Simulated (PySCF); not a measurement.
Method: PySCF with TPSSh-D3(BJ)/def2-TZVP // r2SCAN-D4/def2-SVP. All species are isolated molecules in the gas phase. One relaxed conformer stands for a flexible species; it need not be the lowest. 

Reference species: [Mo(Cl)5(OH)] (neutral, multiplicity 1).

| Quantity | Result |
|---|---|
| mean distance from the central atom to its bonded neighbours | 2.241 Å |
| coordination number | 6 |
| charge on the central atom (Mulliken) | 0.94 e |

After one change: the mean distance from the central atom to its bonded neighbours decreases by 0.328 Å; the coordination number stays essentially unchanged; the charge on the central atom (Mulliken) rises by 0.69 e.

### Question
Name the change that produced these shifts. The new species is one of these.
A. [Mo(Cl)4(OH)2]
B. [Mo(OH)6]
C. [Mo(Cl)2(OH)4]
D. [Mo(Cl)(OH)5]

### Answer
B, [Mo(OH)6]
